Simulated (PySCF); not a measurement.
# EPR parameters of [C5H4F4S]+

Compound: C5H4F4S (charge +1 and doublet state).
Geometry (GFN2-xTB, Å), atoms numbered from 1 in this order:
```
atom  x, y, z in Å
F1    -2.5170   -0.8476    0.4231
C2    -1.5213   -0.3727   -0.3637
C3    -0.1844   -0.9077    0.0185
C4     0.7861    0.0241    0.1078
C5     2.2481   -0.2451    0.4382
F6     2.5179   -1.5382    0.3609
F7     2.5267    0.1771    1.6686
F8     3.0376    0.4104   -0.4101
S9     0.2687    1.6562   -0.1680
C10   -1.4558    1.1623   -0.3152
H11   -1.7598   -0.7264   -1.3879
H12   -0.0422   -1.9645    0.2024
H13   -2.0015    1.5158    0.5697
H14   -1.9036    1.6559   -1.1814
```

The hyperfine couplings belong to this conformer and change with its torsions.

Identity: `F[C@@H]1C=C(C(F)(F)F)[S+]C1` [radical] (charge +1).

The calculation used PySCF, UKS B3LYP, pcH-1 on C F H S, non-relativistic, mean-field spin-orbit, GIAO. Isolated species at its GFN2-xTB geometry (one conformer only). The geometry wasn't refined by DFT: couplings that depend on bond lengths, twists or pyramidal angles can differ widely from those at the functional's own minimum, by a factor of two or more for some ions and for spin on atoms past the first row. No stability test was run, so a lower SCF solution isn't excluded.

```json
{
  "g1, g2, g3": "2.00211, 2.01025, 2.01863",
  "g_iso": "2.01033",
  "Form of g": "rhombic: the two nearest values differ by 49 % of g3 − g1",
  "⟨S²⟩": "0.7609 (exact 0.7500)",
  "α and β electrons": "43, 42",
  "Basis functions": "300"
}
```

Isotropic coupling and dipolar principal values T1 to T3, in MHz; ρ(0) is the spin density at the nucleus:

```json
{"atom": "F1", "isotope": "19F", "a_iso": "48.9", "of which spin–orbit": "0.9", "T1": "-28.4", "T2": "-26.1", "T3": "54.5", "Mulliken spin population": "0.01", "ρ(0) (bohr⁻³)": "0.0114"}
{"atom": "C2", "isotope": "13C", "a_iso": "-13.6", "of which spin–orbit": "0.0", "T1": "-2.6", "T2": "-1.3", "T3": "3.8", "Mulliken spin population": "-0.02", "ρ(0) (bohr⁻³)": "-0.0121"}
{"atom": "C3", "isotope": "13C", "a_iso": "30.1", "of which spin–orbit": "-0.1", "T1": "-31.3", "T2": "-30.3", "T3": "61.6", "Mulliken spin population": "0.38", "ρ(0) (bohr⁻³)": "0.0269"}
{"atom": "C4", "isotope": "13C", "a_iso": "-18.3", "of which spin–orbit": "0.4", "T1": "-2.9", "T2": "-0.1", "T3": "3.0", "Mulliken spin population": "-0.05", "ρ(0) (bohr⁻³)": "-0.0167"}
{"atom": "C5", "isotope": "13C", "a_iso": "-1.0", "of which spin–orbit": "0.0", "T1": "-0.6", "T2": "-0.2", "T3": "0.8", "Mulliken spin population": "0.00", "ρ(0) (bohr⁻³)": "-0.0009"}
{"atom": "F6", "isotope": "19F", "a_iso": "1.0", "of which spin–orbit": "-0.2", "T1": "-3.1", "T2": "-1.9", "T3": "5.0", "Mulliken spin population": "0.00", "ρ(0) (bohr⁻³)": "0.0003"}
{"atom": "F7", "isotope": "19F", "a_iso": "-6.0", "of which spin–orbit": "0.0", "T1": "-9.1", "T2": "-0.7", "T3": "9.7", "Mulliken spin population": "0.00", "ρ(0) (bohr⁻³)": "-0.0014"}
{"atom": "F8", "isotope": "19F", "a_iso": "-5.8", "of which spin–orbit": "0.0", "T1": "-6.7", "T2": "1.8", "T3": "5.0", "Mulliken spin population": "0.00", "ρ(0) (bohr⁻³)": "-0.0014"}
{"atom": "S9", "isotope": "33S", "a_iso": "23.3", "of which spin–orbit": "-0.2", "T1": "-65.5", "T2": "-61.8", "T3": "127.3", "Mulliken spin population": "0.63", "ρ(0) (bohr⁻³)": "0.0684"}
{"atom": "C10", "isotope": "13C", "a_iso": "-3.6", "of which spin–orbit": "0.2", "T1": "-3.3", "T2": "-2.6", "T3": "5.9", "Mulliken spin population": "-0.02", "ρ(0) (bohr⁻³)": "-0.0034"}
{"atom": "H11", "isotope": "1H", "a_iso": "85.4", "of which spin–orbit": "0.0", "T1": "-2.9", "T2": "-1.7", "T3": "4.6", "Mulliken spin population": "0.03", "ρ(0) (bohr⁻³)": "0.0191"}
{"atom": "H12", "isotope": "1H", "a_iso": "-26.5", "of which spin–orbit": "0.0", "T1": "-14.6", "T2": "-2.6", "T3": "17.2", "Mulliken spin population": "-0.01", "ρ(0) (bohr⁻³)": "-0.0059"}
{"atom": "H13", "isotope": "1H", "a_iso": "77.5", "of which spin–orbit": "0.0", "T1": "-3.6", "T2": "-2.2", "T3": "5.8", "Mulliken spin population": "0.03", "ρ(0) (bohr⁻³)": "0.0173"}
{"atom": "H14", "isotope": "1H", "a_iso": "39.0", "of which spin–orbit": "0.0", "T1": "-4.6", "T2": "-1.5", "T3": "6.1", "Mulliken spin population": "0.01", "ρ(0) (bohr⁻³)": "0.0087"}
```

Largest spin populations (Mulliken): S9 (+0.63) and C3 (+0.38).

Axes: g2 points within 12° of the C3–C4 bond.

Under fast tumbling the dipolar parts average out, and these isotropic splittings remain: 1 × 1H (H11, I = 1/2, 2 lines) with 3.03 mT, 1 × 1H (H13, I = 1/2, 2 lines) with 2.75 mT, 1 × 19F (F1, I = 1/2, 2 lines) with 1.74 mT, 1 × 1H (H14, I = 1/2, 2 lines) with 1.39 mT, 1 × 1H (H12, I = 1/2, 2 lines) with 0.94 mT and 3 × 19F (F6/F7/F8, I = 1/2, 4 lines) with 0.13 mT.

Nuclei that the bonding pattern makes equivalent are averaged, as if the motion that swaps them (rotation, inversion, ring flip) were fast. The three 19F nuclei of mean -3.6 MHz run from -6.0 to 1.0 MHz in the frozen geometry.

The 13C coupling of C3 (30.1 MHz) shows only in satellite lines or after enrichment, since that isotope makes up about 1.07 % of natural carbon.

The 33S coupling of S9 (23.3 MHz) shows only in satellite lines or after enrichment, since that isotope makes up about 0.76 % of natural sulfur.

Time: 2.7 min wall (with the writing of density and orbital grids); peak memory 1.2 GiB. Hardware: Arm Neoverse V2, one thread, shared host.
